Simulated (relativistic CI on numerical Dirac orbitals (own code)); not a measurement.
## What each ingredient does to the levels of V14+

Base calculation: Dirac-Coulomb-Breit CI, orbitals from a KLI potential per configuration, model QED, unscaled Slater integrals.

Configuration list (outside the closed core 1s2): 2s²2p⁵, 2s2p⁶, 2p⁶3s, 2s²2p⁴3s, 2p⁶3p, 2s²2p⁴3p, 2p⁶3d, 2s²2p⁴3d, 2s2p⁵3s, 2s2p⁵3p, 2s2p⁵3d, 2s²2p⁴4s, 2s²2p⁴4p, 2s²2p⁴4d, 2s²2p⁴4f, 2s²2p³3s². Levels of other configurations are missing.

Variants: (1) P86 correlation estimate; (2) one mean potential for all configurations. Shifts of the energy above 2s²2p⁵ ²P°3/2, in eV, for the lowest level and the first level of each name with at least 55 % of one term (blank where a level changes its place among those of its configuration and J or its character, or is not in the variant):

| Level | Base | Δ(1) | Δ(2) |
| --- | --- | --- | --- |
| 2s²2p⁵ ²P°3/2 | 0.000 | 0.000 | 0.000 |
| 2s²2p⁵ ²P°1/2 | 7.198 | 0.000 | -0.002 |
| 2s2p⁶ ²S1/2 | 110.360 | +0.291 | +0.143 |
| 2s²2p⁴3s ⁴P5/2 | 557.795 | +1.309 | +1.523 |
| 2s²2p⁴3s ⁴P1/2 | 563.881 | +1.310 | +1.544 |
| 2s²2p⁴3s ²P1/2 | 568.022 | +1.309 | +1.681 |
| 2s²2p⁴3s ²D5/2 | 574.285 | +1.309 | +1.423 |
| 2s²2p⁴3s ²D3/2 | 574.540 | +1.309 | +1.441 |
| 2s²2p⁴3p ⁴P°5/2 | 582.925 | +1.439 | +1.367 |
| 2s²2p⁴3p ⁴P°3/2 | 582.998 | +1.439 | +1.357 |
| 2s²2p⁴3p ⁴P°1/2 | 585.424 | +1.439 | +1.351 |
| 2s²2p⁴3p ⁴D°7/2 | 586.136 | +1.437 | +1.415 |
| 2s²2p⁴3p ²D°5/2 | 586.671 | +1.437 | +1.447 |
| 2s²2p⁴3s ²S1/2 | 588.197 | +1.319 | +1.247 |
| 2s²2p⁴3p ⁴D°3/2 | 590.217 | +1.437 | +1.472 |
| 2s²2p⁴3p ⁴D°1/2 | 590.736 | +1.438 | +1.429 |
| 2s²2p⁴3p ²P°3/2 | 591.851 | +1.438 | +1.420 |
| 2s²2p⁴3p ⁴S°3/2 | 593.508 | +1.438 | +1.450 |
| 2s²2p⁴3p ²S°1/2 | 594.539 | +1.438 | +1.471 |
| 2s²2p⁴3p ²D°3/2 | 594.922 | +1.437 | +1.518 |
| 2s²2p⁴3p ²F°5/2 | 599.710 | +1.437 | +1.304 |
| 2s²2p⁴3p ²F°7/2 | 601.099 | +1.437 | +1.305 |

At this charge energies of transitions that change n are usually good to better than 1 %, and those within a shell (Δn = 0) to a few per cent.

Ionisation energy from the two ground configurations alone: base 975.073 eV; P86 correlation estimate 976.661 eV. The NIST ASD value (semi-empirical) is 977.2 eV.

LS names give the leading component of a level, which can be under half, so a name can repeat, a term be missing and a line seem to break the LS rules.
